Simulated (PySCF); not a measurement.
# Two-photon absorption: 4-chloroanisole (COc1ccc(Cl)cc1, C₇H₇ClO)

Geometry (Å), atoms numbered from 1 in this order:
```xyz
16

C     2.090    0.305    0.061
O     1.117   -0.646   -0.271
C    -0.148   -0.453    0.150
C    -1.078   -1.438   -0.214
C    -2.405   -1.332    0.171
C    -2.822   -0.234    0.929
Cl   -4.483   -0.099    1.411
C    -1.910    0.748    1.295
C    -0.573    0.643    0.909
H     2.217    0.398    1.155
H     1.852    1.300   -0.354
H     3.034   -0.044   -0.376
H    -0.729   -2.286   -0.806
H    -3.128   -2.098   -0.112
H    -2.244    1.602    1.887
H     0.125    1.425    1.208
```

Computed, not measured: PySCF 2.14.0, TDDFT CAM-B3LYP/aug-cc-pVDZ excited states, vertical, gas phase. Geometry: PBE0-D3(BJ)/def2-SVP.

Singlets 2 and 3 lie within 0.01 eV of each other, so their separate moments and overlaps can depend on how they mix.

Q: Give the one- and two-photon strengths of the lowest singlets.

A: δ for parallel linear polarisation; σ at the peak of a Lorentzian of half width 0.1 eV, single beam; Ω is circular over linear.
```csv
state,E (eV),f,photon λ (nm),δ (au),σ (GM),Ω,main
S1,4.91,0.034,505,1.06,0.01,1.50,"HOMO→LUMO+1 0.85, HOMO−1→LUMO+4 0.10"
S2,5.64,0.010,439,16.7,0.20,1.50,HOMO→LUMO 0.77
S3,5.65,0.173,439,18.5,0.22,0.76,"HOMO→LUMO+4 0.77, HOMO−1→LUMO+1 0.14"
S4,6.16,0.001,402,71.9,1.00,1.50,"HOMO→LUMO+2 0.80, HOMO→LUMO 0.09"
S5,6.20,0.006,400,10.7,0.15,1.50,"HOMO→LUMO+8 0.41, HOMO→LUMO+3 0.29"
S6,6.28,0.001,395,49.1,0.71,1.50,"HOMO→LUMO+3 0.47, HOMO→LUMO+6 0.23"
```

Among these, the strongest one-photon state is S3, the strongest two-photon state S4, with a dipole change of 4.4 D (relaxed, norm of the difference vector).
